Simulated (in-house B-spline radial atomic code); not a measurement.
Ionisation energies along the 41-electron series, configuration [Kr] 4d5, as differences of self-consistent energies. Dirac energy differences include first-order Breit, QED and recoil terms. NIST's values go from ground level to ground level; the uncertainty of those that are theory runs from under 0.1 % in few-electron ions to several per cent in heavy many-electron ones. Computed with a radial B-spline atomic code at the basis-set limit: Dirac-Hartree-Fock, average of the configuration, finite nuclei.

```json
{"ion": "Mo+", "configuration after": "[Kr] 4d4", "ionisation energy (eV)": "13.71", "IE/(q+1)² (eV)": "3.4265", "Breit and QED recoil part (eV)": "0.0083309", "tabulated value (eV)": "16.16", "computed minus tabulated (eV)": "-2.45"}
{"ion": "Tc2+", "configuration after": "[Kr] 4d4", "ionisation energy (eV)": "27.09", "IE/(q+1)² (eV)": "3.0098", "Breit and QED recoil part (eV)": "0.011234", "tabulated value (eV)": "29.55", "computed minus tabulated (eV)": "-2.46"}
{"ion": "Ru3+", "configuration after": "[Kr] 4d4", "ionisation energy (eV)": "42.98", "IE/(q+1)² (eV)": "2.6863", "Breit and QED recoil part (eV)": "0.012553", "tabulated value (eV)": "45", "computed minus tabulated (eV)": "-2.02"}
{"ion": "Rh4+", "configuration after": "[Kr] 4d4", "ionisation energy (eV)": "61.12", "IE/(q+1)² (eV)": "2.4449", "Breit and QED recoil part (eV)": "0.012557", "tabulated value (eV)": "63", "computed minus tabulated (eV)": "-1.88"}
{"ion": "Pd5+", "configuration after": "[Kr] 4d4", "ionisation energy (eV)": "81.37", "IE/(q+1)² (eV)": "2.2602", "Breit and QED recoil part (eV)": "0.011367", "tabulated value (eV)": "84.1", "computed minus tabulated (eV)": "-2.73"}
{"ion": "Ag6+", "configuration after": "[Kr] 4d4", "ionisation energy (eV)": "103.63", "IE/(q+1)² (eV)": "2.1148", "Breit and QED recoil part (eV)": "0.0090318", "tabulated value (eV)": "106", "computed minus tabulated (eV)": "-2.37"}
{"ion": "Cd7+", "configuration after": "[Kr] 4d4", "ionisation energy (eV)": "?", "IE/(q+1)² (eV)": "?", "Breit and QED recoil part (eV)": "?", "tabulated value (eV)": "?", "computed minus tabulated (eV)": "?"}
{"ion": "In8+", "configuration after": "[Kr] 4d4", "ionisation energy (eV)": "?", "IE/(q+1)² (eV)": "?", "Breit and QED recoil part (eV)": "?", "tabulated value (eV)": "?", "computed minus tabulated (eV)": "?"}
{"ion": "Sn9+", "configuration after": "[Kr] 4d4", "ionisation energy (eV)": "?", "IE/(q+1)² (eV)": "?", "Breit and QED recoil part (eV)": "?", "tabulated value (eV)": "?", "computed minus tabulated (eV)": "?"}
{"ion": "Sb10+", "configuration after": "[Kr] 4d4", "ionisation energy (eV)": "211.83", "IE/(q+1)² (eV)": "1.7506", "Breit and QED recoil part (eV)": "-0.011959", "tabulated value (eV)": "214", "computed minus tabulated (eV)": "-2.17"}
```

(1) Fill in the row of Cd7+.

(2) Fill in the row of In8+.

(3) Fill in the row of Sn9+.

Where a p, d or f electron is removed, the computed value is a mean over both j, so it misses the tabulated one by a part of the spin-orbit splitting; averaging over terms and missing correlation add to the gap, relatively most at low charge.

Results:

(1) ionisation energy (eV): 127.84; IE/(q+1)² (eV): 1.9975; Breit and QED recoil part (eV): 0.0055581; tabulated value (eV): 130.1; computed minus tabulated (eV): -2.26.

(2) ionisation energy (eV): 153.97; IE/(q+1)² (eV): 1.9008; Breit and QED recoil part (eV): 0.00092191; tabulated value (eV): 156; computed minus tabulated (eV): -2.03.

(3) ionisation energy (eV): 181.97; IE/(q+1)² (eV): 1.8197; Breit and QED recoil part (eV): -0.0049019; tabulated value (eV): 184; computed minus tabulated (eV): -2.03.
